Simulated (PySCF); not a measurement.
C7H8F (doublet state).
Geometry (GFN2-xTB, Å), atoms numbered from 1 in this order:
```
atom  x, y, z in Å
C1    -2.654    2.067   -0.473
C2    -1.565    1.582   -0.261
C3    -0.311    1.063   -0.014
C4    -0.027   -0.311   -0.021
C5     1.201   -0.858    0.217
C6     2.460   -0.136    0.527
C7    -1.203   -1.211   -0.323
F8    -0.867   -2.541   -0.322
H9    -3.596    2.488   -0.658
H10    0.473    1.776    0.192
H11    1.288   -1.935    0.181
H12    3.217   -0.375   -0.221
H13    2.333    0.942    0.559
H14    2.850   -0.469    1.491
H15   -1.616   -0.989   -1.314
H16   -1.991   -1.083    0.429
```

The hyperfine couplings belong to this conformer and change with its torsions.

As a line formula: `C#C[CH]/C(=C\C)CF` [radical].

Theory: PySCF, UKS B3LYP, pcH-1 on C F H, non-relativistic, mean-field spin-orbit, GIAO. Isolated species at its GFN2-xTB geometry (one conformer only). The geometry wasn't refined by DFT: couplings that depend on bond lengths, twists or pyramidal angles can differ widely from those at the functional's own minimum. No stability test was run, so a lower SCF solution isn't excluded. ⟨S²⟩ is 0.781 where a pure state has 0.75.

Largest spin populations (Mulliken): C3 (+0.58), C5 (+0.51), C1 (+0.40) and C4 (-0.22). Three atoms exceed +0.15. The positive populations add up to 1.53 and the negative ones to -0.53, together 2S = 1. The angles at C3 add up to 360.0°, so it is planar.

(1) McConnell's relation a(H) = Q·ρ ties the coupling of a proton on a planar π carbon to the spin population of that carbon. What Q do the computed values give?

(2) List the C–H protons on four-coordinate carbons next to a three-coordinate spin centre, with their couplings and θ (C–H bond against the normal to the plane of the centre's neighbours, projected along the bond that joins the two).

(3) What would the freely rotating methyl group on C6 show?

## Answers

(1) 
```csv
H,C,ρ(C),a(H) (G),a/ρ (G)
H10,C3,+0.576,-13.95,-24.2
H11,C5,+0.511,-11.66,-22.8
```

A least-squares line through the origin gives Q = -23.6 G with Mulliken populations. In every row coupling and population have opposite signs.

(2) 
```csv
β H,on,centre,θ (°),cos²θ,a (G)
H12,C6,C5,31,0.73,+17.67
H13,C6,C5,90,0.00,+0.41
H14,C6,C5,32,0.73,+17.51
```

Fitting the Heller–McConnell form a = ρ(B0 + B2 cos²θ), with Mulliken ρ = 0.51, gives B0 = 0.8 G and B2 = 46.1 G; with only two distinct angles the two parameters are fixed exactly. By this fit the coupling would be 24.0 G at θ = 0° and 0.4 G at 90°.

(3) Three equal couplings, a 1:3:3:1 quartet. The mean of the three values of this geometry estimates the splitting: 11.9 G, or 33.3 MHz (three bonds 120° apart have a mean cos²θ of 1/2 at any torsion).

Couplings in gauss use g_iso = 2.0027.

Time: 1.9 min wall (with the writing of density and orbital grids); peak memory 1.0 GiB. Hardware: an Arm Neoverse N1 with one thread, shared host with 64 logical CPUs at a one-minute load of 29.
